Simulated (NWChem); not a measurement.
Species: C$_{2}$H$_{5}$FSi$_{2}$; SMILES C#C[Si@@H](F)[SiH3]

Program: NWChem. Pople sets run with spherical d functions. Geometry: optimised at PBE0/def2-SVP. B3LYP is NWChem's, with the RPA form of VWN correlation. Level: B3LYP/6-31G* with SMD (1 M gas to 1 M solution), gas-phase geometry. Reactions with the solvent are ignored.

| solvent | dielectric constant | solvation free energy (kcal/mol) | cavity-dispersion-structure term (kcal/mol) | dipole in solution (D) |
|---|---|---|---|---|
| water | 78.4 | 2.1 | 6.1 | 2.17 |
| dichloromethane | 8.93 | -2.5 | 1.0 | 2.12 |
| methanol | 32.6 | … | … | 2.16 |
| chlorobenzene | 5.70 | -2.0 | 1.3 | 2.08 |
| diethyl ether | 4.24 | -2.0 | 1.0 | 2.05 |

Complete the blanks.


- methanol, solvation free energy (kcal/mol): -1.6
- methanol, cavity-dispersion-structure term (kcal/mol): 2.3
